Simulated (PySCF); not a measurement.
# Computed data sheet: `CC#CC#CC=O`

C₆H₄O.
Numbering: `[CH3:1][C:2]#[C:3][C:4]#[C:5][CH:6]=[O:7]` (hydrogens: H8, H9, H10 on C1; H11 on C6)

Among its groups: aldehyde and alkyne.

From PBE0-D3(BJ)/def2-SVP geometry optimisation, gas phase (PySCF):

```yaml
Rotational_constants_A_B_C: 38.777, 0.770, 0.759 GHz
```

CAM-B3LYP/def2-SVPD ground state and vertical TDDFT (core frozen in the response) (PySCF):

```yaml
Dipole_moment: 4.91 D
HOMO_energy: -8.83 eV
LUMO_energy: -1.37 eV
HOMO–LUMO_gap: 7.46 eV
Lowest_singlet_excitation: 3.68 eV (337 nm, f = 0.000)
Static_isotropic_polarisability: 87.7 au
Electronic_spatial_extent_⟨r²⟩_about_the_centre_of_nuclear_charge: 1405 bohr²
```

Monoisotopic mass from the formula: 92.0262 u.

No computed singlet falls in the visible range (750 to 380 nm, 1.65 to 3.26 eV); S1 lies 0.42 eV above its blue end. The polarisability is 13.00 Å³ as a volume (1 au = 0.148185 Å³), or 1.83 au for each of the 48 electrons. The largest Löwdin shares of the LUMO are 0.22 on C6, 0.21 on O7, 0.17 on C4 and 0.14 on C5. With B = h/(8π²I), that is 505.379 GHz u Å² over I, the principal moments of inertia are 13.0, 656.4 and 666.2 u Å² (most abundant isotopes); the inertial defect Ic − Ia − Ib is -3.2 u Å² (zero for a rigid planar frame, negative otherwise).

For the TDDFT job (CAM-B3LYP/def2-SVPD), on Intel Xeon 6975P-C, one thread, no GPU, shared host with 192 logical CPUs at a one-minute load of 5.9, this took 18 s (grids of density and orbitals included) and 0.81 GiB of memory at its peak.
